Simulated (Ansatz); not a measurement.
Isolated molecules relaxed with PBE0-D4/def2-TZVP in Ansatz; ΔE leaves out vibrations. CCSD(T)/CBS adds triple-zeta CCSD(T) − MP2 to the extrapolated MP2 energy (def2 sets, frozen cores). DFT in def2-TZVPP. B3LYP here is the variant with VWN-RPA as its local correlation; programs differ in this. HSE06 is defined as in plane-wave codes. One conformer a species, not always the lowest.

`CC(C)Cl` + `CCO[SiH3]` → `CC(C)O[SiH3]` + `CCCl`  (formal exchange of groups at a C–C bond)

(1) Is it downhill or uphill in electronic energy at CCSD(T)/CBS, and by how much? (Estimate.)

(2) What do these levels give: LDA (SPW92), B3LYP-D4, HSE06-D4, ωB97M-V, B2PLYP, PBE-QIDH, PBE0, r2SCANh, HSE06, LC-ωPBE, MP2/def2-TZVPP, CCSD/def2-TZVPP? (Best estimate.)

Largest T1 diagnostic among the species: 0.010.

Results:

(1) Ansatz gave: Nearly level: ΔE = -2.3 kJ/mol.

(2) The calculation gave: LDA (SPW92) -2.4, B3LYP-D4 -2.8, HSE06-D4 -2.5, ωB97M-V -2.6, B2PLYP -1.1, PBE-QIDH -1.6, PBE0 -1.4, r2SCANh -1.8, HSE06 -1.3, LC-ωPBE -2.3, MP2/def2-TZVPP -1.0, CCSD/def2-TZVPP -2.3 kJ/mol.

Leaving LDA and LC-ωPBE aside and taking each functional with its dispersion term where it has one, the values, not all of them listed here, spread over 1.9 kJ/mol, from CAM-B3LYP-D4 to B2PLYP.
